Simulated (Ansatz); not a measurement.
Species: Al$_{2}$H$_{4}$, net charge 0, singlet state. 
Geometry from a B3LYP-D3(BJ)/def2-TZVP (Ansatz, a program for electronic structure) optimisation:
```
Al
H 1 1.5905
H 1 1.5905 2 116.05
Al 1 2.5886 2 121.97 3 180.00
H 4 1.5905 1 121.97 2 -90.00
H 4 1.5905 5 116.05 1 180.00
```

Computed values are from Ansatz. Cores are frozen in the correlated levels unless marked. Open shells are spin-unrestricted. Spin-orbit coupling is left out. No relativistic terms. Basis-set limits of correlation are two-point, X^-3; Hartree-Fock from the larger set. [CCSD(T)-MP2]/basis is that difference in the basis named.

The atomisation energy De is 315.8 kcal/mol at CCSD(T)/CBS(cc-pV(T+d)Z,cc-pV(Q+d)Z). The vertical ionisation energy (to the doublet) comes out as 9.20 eV at RI-MP2/CBS(aug-cc-pV(T+d)Z,aug-cc-pV(Q+d)Z)+[CCSD(T)-MP2]/aug-cc-pV(T+d)Z and the vertical electron affinity (to the doublet; negative means unbound) is 0.56 eV at RI-MP2/CBS(aug-cc-pV(T+d)Z,aug-cc-pV(Q+d)Z)+[CCSD(T)-MP2]/aug-cc-pV(T+d)Z. The vertical triplet-singlet gap comes out as 3.11 eV at RI-MP2/CBS(aug-cc-pV(T+d)Z,aug-cc-pV(Q+d)Z)+[CCSD(T)-MP2]/aug-cc-pV(T+d)Z and the total energy is -486.3721 Eh at CCSD(T)/CBS(cc-pV(T+d)Z,cc-pV(Q+d)Z). The dipole moment comes out as 0.00 D at CCSD(T)/aug-cc-pV(D+d)Z. The T1 diagnostic comes out as 0.011 at CCSD/def2-QZVPP.
